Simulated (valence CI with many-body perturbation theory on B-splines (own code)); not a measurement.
Values are calculated unless marked as measured or tabulated.
## Kr XXIV: what each term of the Hamiltonian does

Level of theory: configuration interaction combined with many-body perturbation theory (CI+MBPT): three valence electrons over a frozen Dirac-Fock core [Ne], radial functions for each j: 11 s, 11 p, 9 d, 7 f, 5 g, 2 h, 1 i, with the one-electron correlation potential Σ1 (screened to all orders), the two-electron term Σ2, the three-electron term Σ3, Breit, model QED; selected single and double excitations, second order for the rest (own B-spline code, finite nucleus).

No measured levels were compared; by estimate levels of excited configurations hold to 0.05 to 0.15 % of their energy, terms of the ground configuration to about 0.5 %.

Each rung adds one term. CI alone is the Dirac-Coulomb CI over the frozen core; QED comes last and gives the full result, which names the levels. Energies are above 3s2 3p 2P°_1/2 on the same rung, in cm⁻¹.

Names give the largest LS component (configuration and term), which can be under half, so a name can repeat, a term be missing and a line seem to break the LS rules; names also repeat where a configuration has a term twice.

| Level | CI alone |
| --- | --- |
| 3s2 3p 2P°_3/2 | 98780 |
| 3s 3p2 4P_1/2 | 412548 |
| 3s 3p2 4P_3/2 | 465455 |
| 3s 3p2 4P_5/2 | 502783 |
| 3s 3p2 2D_3/2 | 582994 |
| 3s 3p2 2D_5/2 | 615406 |
| 3s 3p2 2P_1/2 | 664240 |
| 3s 3p2 2S_1/2 | 761976 |
| 3s 3p2 2P_3/2 | 773975 |
| 3s2 3d 2D_3/2 | 851602 |
| 3s2 3d 2D_5/2 | 865182 |
| 3p3 2D°_3/2 | 1055530 |
| 3p3 2D°_5/2 | 1103420 |
| 3p3 4S°_3/2 | 1115440 |
| 3s 3p 3d 4F°_3/2 | 1147050 |
| 3s 3p 3d 4F°_5/2 | 1167150 |

Q: What do these energies become with core correlation, Breit and QED?

A: 3s2 3p 2P°_3/2 97369 (-1411); 3s 3p2 4P_1/2 411872 (-675); 3s 3p2 4P_3/2 464073 (-1383); 3s 3p2 4P_5/2 500461 (-2322); 3s 3p2 2D_3/2 579865 (-3129); 3s 3p2 2D_5/2 611753 (-3653); 3s 3p2 2P_1/2 658157 (-6083); 3s 3p2 2S_1/2 755155 (-6821); 3s 3p2 2P_3/2 765427 (-8548); 3s2 3d 2D_3/2 843094 (-8508); 3s2 3d 2D_5/2 856111 (-9070); 3p3 2D°_3/2 1049770 (-5764); 3p3 2D°_5/2 1097730 (-5681); 3p3 4S°_3/2 1107790 (-7650); 3s 3p 3d 4F°_3/2 1141620 (-5429); 3s 3p 3d 4F°_5/2 1161110 (-6032).

Q: How does the ionisation energy move along the ladder, and which term matters most?

A: CI alone 1051.1, + Σ1 1052.0, + Σ2 1051.8, + Σ3 1051.7, + Breit 1051.1, + QED 1051.1 eV. The largest step is Σ1, 0.9 eV. NIST lists 1042 ± 5 eV (semi-empirical).
